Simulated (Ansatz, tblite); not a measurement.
Adding an electron: the cluster As3P2⁺. Total charge 1; singlet. Geometry: PBE-D4/def2-SVP. Ansatz, gas phase; energy differences of separate SCF runs; the reduced species was run as a doublet alone.

```xyz
5

P     0.716    1.324    0.670
P     0.741    0.477   -1.392
As    0.936   -1.107    0.466
As   -1.184   -0.813   -1.009
As   -1.210    0.119    1.264
```

The xTB rows come from tblite. The structure comes from a short search, and lower isomers may exist.

```json
{"level": "GFN2-xTB", "−HOMO (eV)": "14.89", "−LUMO (eV)": "12.72", "vertical EA (eV)": "10.33", "HOMO–LUMO gap (eV)": "2.17"}
{"level": "r2SCAN-D4/def2-TZVP", "−HOMO (eV)": "11.20", "−LUMO (eV)": "8.55", "vertical EA (eV)": "6.20", "HOMO–LUMO gap (eV)": "2.65"}
{"level": "PBE0-D4/def2-TZVP", "−HOMO (eV)": "11.93", "−LUMO (eV)": "7.84", "vertical EA (eV)": "6.14", "HOMO–LUMO gap (eV)": "4.09"}
```

(1) Estimate the rows for GFN1-xTB, PBE-D4/def2-TZVP.

## Answers

(1) 
| level | −HOMO (eV) | −LUMO (eV) | vertical EA (eV) | HOMO–LUMO gap (eV) |
| --- | --- | --- | --- | --- |
| GFN1-xTB | 17.51 | 15.53 | 11.51 | 1.98 |
| PBE-D4/def2-TZVP | 10.95 | 8.51 | 6.06 | 2.44 |

 Raw xTB energy differences between charge states are shifted by several eV; the methods need an empirical correction for them.
